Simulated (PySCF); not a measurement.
Species: C9H11OP.
Atom-mapped SMILES: `[CH2:1]=[CH:2][CH:3]1[CH:4]=[CH:5][P:6]([C:7]([CH3:8])=[O:9])[CH:10]=[CH:11]1`

Probes without a nucleus sit at each ring's centroid and 1 Å off its mean plane on both sides; NICS is minus the shielding there, NICSzz its component along the normal. Level: GIAO PBE0/pcSseg-1 (PySCF, non-relativistic, gas phase) on the GFN2-xTB geometry, one conformer.

Ring bond lengths (Å), with Mayer bond orders in brackets: C3–C4 1.505 (1.02), C4–C5 1.327 (1.88), C5–P6 1.812 (0.94), P6–C10 1.807 (0.97), C10–C11 1.325 (1.87), C11–C3 1.506 (1.01).

Question: What do the NICS probes read (ppm)?

Answer: 
| ring | type | NICS(0) | NICS(1), two faces | NICS(1)zz, two faces | rms pucker (Å) | centre to ring atoms, mean (Å) |
| --- | --- | --- | --- | --- | --- | --- |
| C3–C4–C5–P6–C10–C11 | 6-membered ring with P; formal bonds 2 double, 4 single | -2.5 | -4.8 / -2.2 | -5.3 / -3.8 | 0.23 | 1.51 |

Question: What do they say, and how far can they be read as aromaticity?

Answer: 
- C3–C4–C5–P6–C10–C11: mean NICS(1)zz -4.6 ppm, shielded. C3 has four or more neighbours; no verdict on aromaticity is drawn.

Question: At the first NICS(1) probe listed for ring C3–C4–C5–P6–C10–C11, 1 Å off the ring, what do the in-plane components average?

Answer: The isotropic value is a third of the trace: (3 × -4.8 − (-5.3))/2 = -4.5 ppm.

Question: List the ring angles and the Hirshfeld charges of the ring atoms.

Answer: 
- C3–C4–C5–P6–C10–C11: C3 111.1° (-0.029 e), C4 123.5° (-0.040 e), C5 121.1° (-0.111 e), P6 97.0° (+0.153 e), C10 121.7° (-0.106 e), C11 123.1° (-0.041 e); sum 697.5° against 720° for a flat convex ring.

Question: How shielded are the nuclei of the rings and their hydrogens (means over atoms taken as equivalent)?

Answer: 
```json
{"atoms": "C3", "environment": "allylic carbon", "σ isotropic (ppm)": "136.5", "principal values of the symmetric part, first atom (ppm)": "116.7, 132.2, 160.7"}
{"atoms": "C4 (×2)", "environment": "alkene CH carbon", "σ isotropic (ppm)": "47.2", "principal values of the symmetric part, first atom (ppm)": "-63.9, 39.8, 162.2"}
{"atoms": "C5 (×2)", "environment": "alkene CH carbon", "σ isotropic (ppm)": "55.3", "principal values of the symmetric part, first atom (ppm)": "-48.5, 61.3, 158.0"}
{"atoms": "P6", "environment": "phosphine phosphorus", "σ isotropic (ppm)": "347.9", "principal values of the symmetric part, first atom (ppm)": "227.7, 339.4, 476.5"}
{"atoms": "H on C3", "environment": "methine hydrogen", "σ isotropic (ppm)": "28.12", "principal values of the symmetric part, first atom (ppm)": "25.3, 26.8, 32.3"}
{"atoms": "H on C4 (×2)", "environment": "vinylic hydrogen", "σ isotropic (ppm)": "25.08", "principal values of the symmetric part, first atom (ppm)": "22.0, 25.5, 27.7"}
{"atoms": "H on C5 (×2)", "environment": "vinylic hydrogen", "σ isotropic (ppm)": "24.84", "principal values of the symmetric part, first atom (ppm)": "23.0, 24.3, 27.6"}
```

Conformer computed: `[CH2:1]=[CH:2][CH:3]1[CH:4]=[CH:5][P:6]([C:7]([CH3:8])=[O:9])[CH:10]=[CH:11]1`: C1–C2–C3–C4 -120°, C5–P6–C7–C8 -50°.
